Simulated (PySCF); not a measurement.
CF₃, SMILES F[C](F)F (connectivity only; charge and spin as stated), charge +1, multiplicity 1.

Coordinates come from a TPSSh-D3(BJ)/def2-TZVP optimisation. The spin state was assumed, not searched. The isomer is the one that the SMILES or the coordinates give; other isomers of the formula were not compared.

Level of theory: PBE/def2-TZVPD in PySCF.

The molecule is in vacuum.

Estimate the frontier levels, gap, dipole moment and polarisability. (The exact figures need the calculation; the answer reports its results.)


```json
{
 "highest_occupied_level": "-19.45 eV",
 "lowest_empty_level": "-11.71 eV",
 "orbital_gap": "7.74 eV",
 "dipole_moment_about_the_centre_of_nuclear_charge": "0.00 D",
 "mean_static_polarisability": "14.2 bohr³ (2.11 Å³)",
 "polarisability_principal_values": "10.2, 16.3, 16.3 bohr³"
}
```
